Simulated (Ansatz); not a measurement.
`BC[SiH](N)F`, charge 0, multiplicity 1.

(1) Give a relaxed structure at PBE0-D4/def2-TZVP (Ansatz). (An estimate is asked.)

Results:

(1) The calculation gave: 
Z-matrix (Å, degrees):
```
C
Si 1 1.871
B 1 1.537 2 109.9
H 1 1.095 2 105.4 3 123.4
H 1 1.096 2 102.7 3 -121.4
F 2 1.607 1 107.0 3 -49.5
N 2 1.698 1 109.3 3 -172.7
H 2 1.479 1 113.8 3 66.9
H 3 1.198 1 120.2 2 -82.4
H 3 1.196 1 121.1 2 95.0
H 7 1.007 2 122.1 1 44.5
H 7 1.007 2 121.0 1 -163.3
```
This is one stationary point; other conformers may exist.
